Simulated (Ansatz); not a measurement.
Cost and result for the atomization energy of CH8FNO2Si2 (`C[SiH](F)N[SiH](O)O`) (15 atoms, 14 bonds).

```xyz
15

C     2.4627    0.2279   -0.8669
Si    0.9466    0.6455    0.1083
F     0.2274    1.9270   -0.5633
N    -0.1664   -0.6549    0.0932
Si   -1.7325   -0.6711    0.8203
O    -2.0942    0.8856    1.1685
O    -2.7861   -1.4438   -0.1668
H     3.1375    1.0858   -0.9104
H     3.0036   -0.6017   -0.4044
H     2.2084   -0.0543   -1.8917
H     1.2518    1.0884    1.4875
H     0.0933   -1.4710   -0.4417
H    -1.8214   -1.4141    2.0874
H    -1.8388    1.5665    0.5413
H    -2.8919   -1.1158   -1.0612
```

Charge 0, multiplicity 1. Geometry: relaxed with PBE0-D4/def2-TZVP. It is one conformer, not always the lowest. Program: Ansatz. All runs use 2 threads of an AMD EPYC 7R13 on a shared host and a share of an NVIDIA H100 80 GB. Times are those of one run each, without the atoms' runs, and a repeat can differ threefold. Electronic energies, without spin–orbit coupling; frozen cores. CCSD(T)/CBS adds CCSD(T) − MP2 in def2-TZVPP to the MP2 limit, and its time is that of the two runs behind it. T1 = 0.011. B3LYP takes the VWN-RPA correlation (the form of Gaussian; ORCA's B3LYP/G).

CCSD(T)/CBS is a level of theory with its own doubt, some kJ/mol a heavy atom from the limit and from the frozen cores, so smaller differences don't rank the functionals.

| level | functions | wall time |
| --- | --- | --- |
| PBE0-D4/def2-TZVPP | 351 | 2.1 s |
| PBE-D4/def2-TZVPP (with forces) | 351 | 2.4 s |
| B3LYP-D4/def2-TZVPP (with forces) | 351 | 2.5 s |
| ωB97X-V/def2-TZVPP | 351 | 2.8 s |
| r2SCAN-D4/def2-TZVPP (with forces) | 351 | 3 s |
| B2PLYP/def2-TZVPP | 351 | 3.4 s |
| MP2/def2-QZVPP | 665 | 4.5 s |
| ωB97M-V/def2-TZVPP (with forces) | 351 | 7.5 s |
| CCSD(T)/def2-TZVPP | 351 | 11 s |
| CCSD(T)/CBS(def2) | – | 15 s |

Task: What atomization energy does each give, and how far from CCSD(T)/CBS? (Best estimate.)

Result: Ansatz gave: 
```json
{"level": "PBE0-D4/def2-TZVPP", "atomization (kJ/mol)": "5802.3", "difference from CCSD(T)/CBS": "-84.0", "per bond": "-6.0"}
{"level": "PBE-D4/def2-TZVPP (with forces)", "atomization (kJ/mol)": "5905.6", "difference from CCSD(T)/CBS": "19.3", "per bond": "1.4"}
{"level": "B3LYP-D4/def2-TZVPP (with forces)", "atomization (kJ/mol)": "5841.7", "difference from CCSD(T)/CBS": "-44.6", "per bond": "-3.2"}
{"level": "ωB97X-V/def2-TZVPP", "atomization (kJ/mol)": "5878.6", "difference from CCSD(T)/CBS": "-7.7", "per bond": "-0.5"}
{"level": "r2SCAN-D4/def2-TZVPP (with forces)", "atomization (kJ/mol)": "5854.9", "difference from CCSD(T)/CBS": "-31.4", "per bond": "-2.2"}
{"level": "B2PLYP/def2-TZVPP", "atomization (kJ/mol)": "5793.2", "difference from CCSD(T)/CBS": "-93.1", "per bond": "-6.6"}
{"level": "MP2/def2-QZVPP", "atomization (kJ/mol)": "5938.0", "difference from CCSD(T)/CBS": "51.7", "per bond": "3.7"}
{"level": "ωB97M-V/def2-TZVPP (with forces)", "atomization (kJ/mol)": "5882.0", "difference from CCSD(T)/CBS": "-4.3", "per bond": "-0.3"}
{"level": "CCSD(T)/def2-TZVPP", "atomization (kJ/mol)": "5708.0", "difference from CCSD(T)/CBS": "-178.3", "per bond": "-12.7"}
{"level": "CCSD(T)/CBS(def2)", "atomization (kJ/mol)": "5886.3", "difference from CCSD(T)/CBS": "0.0", "per bond": "0.0"}
```

The D4 term adds +57.8 kJ/mol with B3LYP and +30.6 kJ/mol with PBE0; it sums over pairs of atoms, weighted by their polarisabilities, and B3LYP, whose exchange is more repulsive, gets the larger term. From PBE to PBE0 (25 % exact exchange), in def2-TZVPP and without D4, the atomization energy moves by −97.9 kJ/mol: exact exchange takes away binding that semilocal exchange gives to molecules. In def2-TZVPP, CCSD(T) changes the Hartree–Fock value by +1456.8 kJ/mol (the triples alone add +80.2 kJ/mol) and MP2 by +1579.0 kJ/mol; breaking electron pairs costs correlation energy, which Hartree–Fock lacks.
